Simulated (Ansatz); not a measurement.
## Cost against result

Saddle point of AlNH₄OF₂, closed shell (AlHOF₂ ([OH][Al]([F])[F]) + NH₃ → AlNH₂F₂ ([NH2][Al]([F])[F]) + H₂O (still joined by a long Al–O bond); bonds formed: O2–H5; dative contacts that become bonds: Al1–N6; bonds broken: H5–N6; bonds weakened to dative contacts: Al1–O2), PBE0-D4/def2-TZVP structure:

```
9
angstrom
Al -0.5957 -0.6807 0.1051
O -0.8194 1.0551 -0.5678
F -1.0394 -1.8249 -0.9942
F -1.2454 -0.7339 1.6248
H 0.2876 0.9811 -0.3600
N 1.1836 -0.0996 0.0396
H -1.2868 1.7409 -0.0851
H 1.6992 0.0190 0.9009
H 1.8163 -0.4571 -0.6630
```

Barriers are electronic and count from the start structure reached by relaxing down the imaginary mode.

Program: Ansatz 0.2.0. Basis: as named in each row. Cores are frozen in the correlated methods. B3LYP uses VWN-RPA correlation. Extrapolation: Hartree–Fock as exp(−7.88 √X), correlation as X^−2.97.

Times are rough, for one single point on 4 threads of a shared host (Arm Neoverse N1).

The estimate by CCSD(T) at an estimated basis limit (MP2 extrapolated from triple and quadruple zeta, plus CCSD(T) − MP2 in triple zeta) is 118.7 kJ/mol.

| method | basis | time (s) | barrier (kJ/mol) | method less estimate |
| --- | --- | --- | --- | --- |
| HF | STO-3G | under 1 | 40.5 | -78.2 |
| PBE-D4 | STO-3G | under 1 | -71.4 | -190.0 |
| SPW92 | def2-SVP | under 1 | 63.4 | -55.2 |
| B3LYP-D4 | 6-31G | 1 | 107.5 | -11.2 |
| PBE-D4 | def2-SVP | 1 | 81.9 | -36.8 |
| PBE0-D4 | def2-SVP | 1 | 95.0 | -23.7 |
| SPW92 | def2-TZVPP | 1 | 78.5 | -40.2 |
| PBE-D4 | def2-TZVPP | 2 | 95.6 | -23.1 |
| BLYP-D4 | def2-TZVPP | 2 | 105.6 | -13.0 |
| B3LYP-D4 | def2-TZVPP | 3 | 113.0 | -5.7 |
| BHLYP-D4 | def2-TZVPP | 3 | 125.8 | 7.2 |
| PBE0-D4 | def2-TZVPP | 3 | 106.1 | -12.6 |
| CAM-B3LYP-D4 | def2-TZVPP | 4 | 114.1 | -4.6 |
| r2SCAN-D4 | def2-TZVPP | 5 | 105.6 | -13.0 |
| wB97M-V | def2-SVP | 6 | 99.9 | -18.8 |
| CCSD(T) | def2-SVP | 6 | 113.1 | -5.6 |
| r2SCAN0-D4 | def2-TZVPP | 6 | 112.2 | -6.4 |
| B2PLYP | def2-TZVPP | 6 | 115.5 | -3.1 |
| PBE-QIDH | def2-TZVPP | 6 | 113.6 | -5.1 |
| RPA on PBE | def2-TZVPP | 6 | 115.0 | -3.6 |
| wB97X-V | def2-TZVPP | 9 | 115.1 | -3.6 |
| B97M-V | def2-TZVPP | 11 | 118.7 | 0.0 |
| wB97M-V | def2-TZVPP | 11 | 113.5 | -5.2 |
| MP2 | def2-QZVPP | 22 | 114.7 | -3.9 |
| CCSD(T) | def2-TZVPP | 160 | 116.8 | -1.9 |

All methods are single points on the PBE0-D4 structures; a negative value means that the method puts the saddle structure below the start.

T1 diagnostic: at most 0.012.

Labels in which every atom is bracketed show which atoms are joined, not bond orders.
